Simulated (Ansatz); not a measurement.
`C[CH2][Sn][F]` + H₂ → `[CH3][Sn][F]` + CH₄  (hydrogenolysis of a C–C bond)

Program: Ansatz. Geometries: PBE0-D4/def2-TZVP. ΔE: electronic, gas phase. CCSD(T)/CBS adds triple-zeta CCSD(T) − MP2 to the extrapolated MP2 energy (def2 sets, frozen cores). This one scheme is used for every species. DFT in def2-TZVPP. def2 core potentials past Kr. For Sn outer-core shells are correlated without core-valence functions, which leaves a few kJ/mol of doubt a bond. One conformer a species, not always the lowest.

`C[CH2][Sn][F]`:

```xyz
9

C     0.361    0.202    0.858
C     0.394   -0.483   -0.502
Sn   -0.962    0.368   -1.994
F    -2.337    0.796   -0.674
H    -0.659    0.274    1.240
H     0.962   -0.334    1.599
H     0.756    1.221    0.805
H     0.078   -1.533   -0.411
H     1.406   -0.512   -0.921
```

H₂:

Cartesian coordinates in Å:
```
H -0.238 0.014 -0.287
H 0.238 -0.014 0.287
```

`[CH3][Sn][F]`:

```xyz
6

C     0.091    0.317   -0.558
Sn   -0.067    0.389    1.610
F    -0.373   -1.534    1.751
H    -0.824   -0.122   -0.965
H     0.919   -0.347   -0.829
H     0.254    1.297   -1.009
```

CH₄:

Z-matrix (Å, degrees):
```
C
H 1 1.090
H 1 1.090 2 109.5
H 1 1.090 2 109.5 3 -120.0
H 1 1.090 2 109.5 3 120.0
```

```
          level  ΔE (kJ/mol)
      revPBE-D4        -72.9
        PBE0-D4        -81.8
         B2PLYP        -87.4
       PBE-QIDH        -83.6
           BLYP        -91.4
        LC-ωPBE        -87.7
   MP2/def2-SVP        -74.6
CCSD/def2-TZVPP        -85.1
```

Problem. What does CCSD(T)/CBS give? (An estimate is asked.)

Solution. Computed: -80.3 kJ/mol. The listed levels differ from it by 7.4, -1.5, -7.1, -3.3, -11.1, -7.4, 5.7, -4.8 kJ/mol.

Largest T1 diagnostic among the species: 0.015.

At CCSD(T), def2-SVP lies +3.5 kJ/mol from the extrapolated value and def2-TZVPP −0.9 kJ/mol. From BLYP to BHLYP (50 % exact exchange), in def2-TZVPP and without D4, ΔE moves by −3.2 kJ/mol. The D4 term adds +9.3 kJ/mol with B3LYP and +5.0 kJ/mol with PBE0; it sums over pairs of atoms, weighted by their polarisabilities, and B3LYP, whose exchange is more repulsive, gets the larger term.

B3LYP here is the variant with VWN-RPA as its local correlation; programs differ in this.
